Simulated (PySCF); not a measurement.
## Mayer bond orders and bond lengths

Compound: C5H4F2.
Atom-mapped SMILES: `[CH2:1]=[C:2]=[C:3]=[CH:4][CH:5]([F:6])[F:7]` (hydrogens: H8, H9 on C1; H10 on C4; H11 on C5)

Structure used (GFN2-xTB), in Å, numbered top down from 1:
```
atom  x, y, z in Å
C1     2.6145    1.0072   -0.4452
C2     1.4312    0.6305   -0.0404
C3     0.2904    0.2763    0.3558
C4    -0.9037   -0.0987    0.7455
C5    -1.8183   -0.9004   -0.1276
F6    -2.2839   -1.9925    0.5343
F7    -2.9241   -0.1783   -0.4614
H8     3.2637    1.5976    0.1806
H9     2.9830    0.7390   -1.4222
H10   -1.3001    0.1643    1.7161
H11   -1.3472   -1.2424   -1.0616
```

Bond orders from the PBE0/pcSseg-1 density (PySCF). One conformer (not necessarily the lowest) at the GFN2-xTB geometry, without solvent, vibrations or thermal averaging.

**Question.** How far do the computed orders between heavy atoms stray from the drawn ones?

**Answer.** The largest departure is 0.308, at C3–C4 (drawn double, 1.692). Drawn double or triple, more than 0.30 short of the drawn order: C3–C4 (1.692).

**Question.** Set the Mayer orders of the bonds between heavy atoms beside their lengths.

**Answer.** 
```json
{"bond": "C1–C2", "drawn as": "double", "length (Å)": "1.306", "Mayer order": "2.038"}
{"bond": "C2–C3", "drawn as": "double", "length (Å)": "1.258", "Mayer order": "1.712"}
{"bond": "C3–C4", "drawn as": "double", "length (Å)": "1.311", "Mayer order": "1.692"}
{"bond": "C4–C5", "drawn as": "single", "length (Å)": "1.497", "Mayer order": "1.071"}
{"bond": "C5–F6", "drawn as": "single", "length (Å)": "1.359", "Mayer order": "0.937"}
{"bond": "C5–F7", "drawn as": "single", "length (Å)": "1.362", "Mayer order": "0.939"}
```

Bonds between the same two heavy elements. C–C: lowest C4–C5 (1.071, 1.497 Å), highest C1–C2 (2.038, 1.306 Å); in 1 of the 6 pairs the longer bond (by over 0.003 Å) has the higher order (by 0.02 or more). C–F: all 2 within 0.02 of one another (0.937 to 0.939).

**Question.** And the bonds to hydrogen?

**Answer.** C–H: 0.90 to 0.96 (4 bonds).

**Question.** Sum the orders of all bonds at each heavy atom with more than one neighbour and set the sums beside the valence in the SMILES.

**Answer.** C1 3.836 (drawn 4), C2 3.750 (drawn 4), C3 3.404 (drawn 4), C4 3.666 (drawn 4), C5 3.911 (drawn 4). Orders between atoms that aren't bonded are not in these sums.

For a closed shell the Mayer order of atoms A and B is Σ (PS)μν (PS)νμ over the basis functions μ on A and ν on B, with P the density and S the overlap matrix.
